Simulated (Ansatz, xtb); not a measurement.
# Relative energy of two isomers of C5H4N2

We compare I, `C#Cc1ncc[nH]1`, a singlet, with II, `N#Cc1cc[nH]c1`, a singlet. Both are isolated molecules in the gas phase, relaxed with PBE0-D3(BJ)/def2-SVP.

Quicker runs give these differences E(II) − E(I): GFN2-xTB −0.705 eV; HF/STO-3G −1.869 eV (at GFN2-xTB geometries); r2SCAN-D4/def2-SVP −1.435 eV (at GFN2-xTB geometries).

Q: Estimate E(II) − E(I) at the level CCSD(T)/def2-SVP + ΔMP2/def2-TZVPP.

A: Calculated at CCSD(T)/def2-SVP + ΔMP2/def2-TZVPP: E(II) − E(I) = −1.494 eV, so structure II lies lower.

How the difference moves with the method:

| level | geometry | E(II) − E(I) (eV) | departure from the last row (eV) | job, with rough time for the two |
| --- | --- | --- | --- | --- |
| GFN2-xTB | GFN2-xTB | −0.705 | +0.789 | optimisation, 0.13 s |
| HF/STO-3G | GFN2-xTB | −1.869 | −0.375 | single point, 0.46 s |
| r2SCAN-D4/def2-SVP | GFN2-xTB | −1.435 | +0.059 | single point, 4.5 s |
| PBE0-D3(BJ)/def2-SVP | PBE0-D3(BJ)/def2-SVP | −1.469 | +0.025 | optimisation, 35 s |
| HF/def2-SVP | PBE0-D3(BJ)/def2-SVP | −1.610 | −0.116 | part of the CCSD(T) run |
| MP2/def2-SVP | PBE0-D3(BJ)/def2-SVP | −1.602 | −0.108 | part of the CCSD(T) run |
| CCSD(T)/def2-SVP | PBE0-D3(BJ)/def2-SVP | −1.582 | −0.088 | single point |
| CCSD(T)/def2-SVP + ΔMP2/def2-TZVPP | PBE0-D3(BJ)/def2-SVP | −1.494 |  | single point, 71 s |

As drawn, II has 1 C≡N, 2 C∷C in place of 1 C≡C, 2 C∷N (∷ is an aromatic bond).

None of the levels shown reverses the order. The largest departure from CCSD(T)/def2-SVP + ΔMP2/def2-TZVPP is that of GFN2-xTB, 0.789 eV. The last row adds to CCSD(T) the change of the MP2 difference between the two basis sets, here +0.088 eV.

With thermal terms from frequencies at re-optimised GFN2-xTB minima (ideal gas, soft modes damped towards free rotors, one conformer each, 298.15 K, 1 atm): the zero-point term adds +0.046 eV; ΔH is −1.456 and ΔG −1.443 eV.

The correlated steps freeze 7 core orbitals. Programs: Ansatz 0.2.0, xtb 6.7.1; the last row on 2 threads of Arm Neoverse V1 on a shared host.
